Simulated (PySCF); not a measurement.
Excitations are Tamm–Dancoff values on a coarser integration grid. The basis has no diffuse functions, so Rydberg states are missing or too high.

Cartesian coordinates (Å):
```xyz
7

N      2.5151    -0.5816     0.0046
C      1.4395    -0.1699    -0.0161
Si    -0.3040     0.4704    -0.0178
O     -1.3418    -0.7310    -0.3946
H     -0.5160     1.0303     1.3361
H     -0.4103     1.4917    -1.0743
H     -1.3825    -1.5098     0.1621
```
Charge 0, multiplicity 1.

Estimate the dipole moment, S1 excitation (TDA), S1–T1 gap (TDA), HOMO and total energy that PBE-D3(BJ)/def2-TZVP // PBE0-D4/def2-TZVP (PySCF) returns for this input.


```yaml
dipole_moment: 0.640 e·Å
S1 excitation (TDA): 6.13 eV
S1–T1 gap (TDA): 0.41 eV
HOMO: -8.11 eV
total_energy: -459.1494 Ha
```
